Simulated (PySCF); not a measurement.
SMILES [CH2]CB(CC)CC, doublet, GFN2-xTB optimised geometry.

```
21

C     -1.55     1.40     0.00
C     -1.62     0.66     1.23
B     -0.77    -0.12     0.00
C      0.83    -0.12     0.00
C      1.54     0.74     1.06
C     -1.54    -1.31    -0.73
C     -1.06    -1.58    -2.17
H     -2.42     1.44    -0.64
H     -0.89     2.24    -0.07
H     -2.55     0.17     1.50
H     -1.02     0.98     2.07
H      1.21    -1.14     0.09
H      1.18     0.22    -0.98
H      1.31     0.38     2.06
H      2.62     0.71     0.92
H      1.23     1.78     0.99
H     -1.40    -2.24    -0.17
H     -2.62    -1.14    -0.76
H     -1.62    -2.40    -2.62
H     -1.20    -0.70    -2.78
H     -0.01    -1.84    -2.18
```

Density from unrestricted CAM-B3LYP/def2-SVP run with PySCF at that geometry.

Minimum of the electron density along straight lines between bonded atoms, close to the bond critical point (lines longer than 1.1 times the sum of covalent radii, or with two minima, are not listed):

```csv
bond,length / Å,ρ at the minimum / e bohr⁻³,∇²ρ there / e bohr⁻⁵,position (fraction from the first atom)
C1–C2,1.440,0.274,-0.58,0.50
C1–B3,1.701,0.121,0.03,0.67
C2–B3,1.686,0.126,0.02,0.67
B3–C4,1.601,0.175,-0.15,0.32
C4–C5,1.530,0.240,-0.55,0.49
B3–C6,1.603,0.176,-0.16,0.32
C6–C7,1.534,0.238,-0.53,0.49
C1–H8,1.078,0.282,-1.08,0.64
C1–H9,1.078,0.282,-1.08,0.64
C2–H10,1.079,0.281,-1.08,0.64
C2–H11,1.078,0.282,-1.08,0.64
C4–H12,1.094,0.270,-0.95,0.62
C4–H13,1.096,0.267,-0.93,0.62
C5–H14,1.088,0.277,-1.02,0.62
C5–H15,1.089,0.276,-1.01,0.62
C5–H16,1.088,0.276,-1.01,0.62
C6–H17,1.095,0.268,-0.94,0.62
C6–H18,1.093,0.271,-0.95,0.61
C7–H19,1.089,0.276,-1.01,0.62
C7–H20,1.088,0.277,-1.02,0.62
C7–H21,1.087,0.278,-1.03,0.63
```
